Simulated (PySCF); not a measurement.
# Computed NMR parameters against published values

Geometry:
| atom | x (Å) | y (Å) | z (Å) |
| --- | --- | --- | --- |
| C1 | 1.165 | 0.996 | -0.056 |
| C2 | 1.230 | -0.319 | -0.859 |
| C3 | 0.077 | -1.141 | -0.272 |
| C4 | -1.243 | -0.516 | -0.736 |
| C5 | -1.309 | 0.799 | 0.067 |
| C6 | -0.018 | 0.766 | 0.892 |
| C7 | 0.117 | -0.725 | 1.198 |
| H8 | 2.084 | 1.158 | 0.509 |
| H9 | 1.008 | 1.865 | -0.694 |
| H10 | 1.106 | -0.158 | -1.929 |
| H11 | 2.182 | -0.828 | -0.704 |
| H12 | 0.152 | -2.208 | -0.475 |
| H13 | -2.083 | -1.168 | -0.494 |
| H14 | -1.252 | -0.346 | -1.813 |
| H15 | -2.182 | 0.818 | 0.720 |
| H16 | -1.353 | 1.677 | -0.577 |
| H17 | -0.029 | 1.438 | 1.750 |
| H18 | 1.055 | -0.978 | 1.690 |
| H19 | -0.717 | -1.120 | 1.776 |

The experiment to reproduce: δ ¹H H12/H17 2.19; H18/H19 1.18 ppm (measured; solution, not stated in the table (CDCl3 in this author's series); The use of chemical shift calculations in the conformational analysis of substituted benzenes, New J. Chem. 2019 (ESI)).

All values are calculated (PySCF 2.14.0 with density-fitted response routines): PBE0/pcSseg-1 with gauge-including orbitals, structure optimised with GFN2-xTB. Non-relativistic, averaged over atoms made equivalent by symmetry, fast rotation or ring inversion, one conformer, gas phase.

Task: What does the calculation give, and how does it compare?

Result: 
Reference values: measured (solution, not stated in the table (CDCl3 in this author's series); The use of chemical shift calculations in the conformational analysis of substituted benzenes, New J. Chem. 2019 (ESI)).
| atoms | quantity | reference | computed | computed, scaled |
| --- | --- | --- | --- | --- |
| H12/H17 | δ ¹H | 2.19 | 2.10 | 2.09 |
| H18/H19 | δ ¹H | 1.18 | 1.08 | 1.13 |

Computed shifts are σ(ref) − σ with the named reference compound (TMS for H and C) calculated as an isolated molecule at the same level. The measured values may be among those fitted. Scaled to experiment by linear calibration (H and C: mostly CDCl3 data, vs TMS): ¹H: δ = 30.01 − 0.943σ (rms 0.16 ppm, 131 shifts, 0.17 ppm with the 2 outliers that the fit left out). Occasional misses reach two or three times the rms, and more in compound classes unlike the fitted ones.

Task: How far are the unscaled ¹H shifts from the references?

Result: Mean signed difference -0.09 ppm, mean absolute 0.09 ppm over 2 comparisons; the largest is -0.10 ppm at H18/H19 (hydrogen on an sp3 CH2 in a ring).

2 of the 4 published NMR values on file for this molecule are compared. The rest: values whose atom or origin is in doubt.
